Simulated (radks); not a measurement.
Problem. These are the eigenvalues of the occupied orbitals of an atom or ion with whole-number occupations (hartree). Method: scalar-relativistic Kohn-Sham, SCAN, spin-unpolarised, spherical densities, finite nucleus; meta-GGA in the generalised Kohn-Sham scheme; Fermi nuclear charge, rms radius of each element as measured or else 0.836 A^(1/3) + 0.57 fm; computed with a radial shooting solver on a logarithmic mesh with Libxc functionals.

| orbital | eigenvalue |
|---|---|
| 1s | -1317.771 |
| 2s | -207.4006 |
| 2p | -185.9060 |
| 3s | -43.40949 |
| 3p | -36.43574 |
| 3d | -26.23079 |
| 4s | -8.29556 |
| 4p | -6.05339 |
| 4d | -2.78481 |
| 5s | -1.02212 |
| 5p | -0.51970 |
| 6s | -0.07589 |

Which element is it, and in what charge state? The configuration may be excited.

Solution. Z = 55, caesium, charge 0: Cs in [Xe] 6s1. The list shows which subshells hold electrons but not how many an open one holds; the 1s level, -1317.8 hartree, gives Z - s = 51.3 by -(Z - s)^2/2, which with screening and relativity narrows Z to a few neighbours, and the depths of the outer levels then fix element, charge and occupations together.
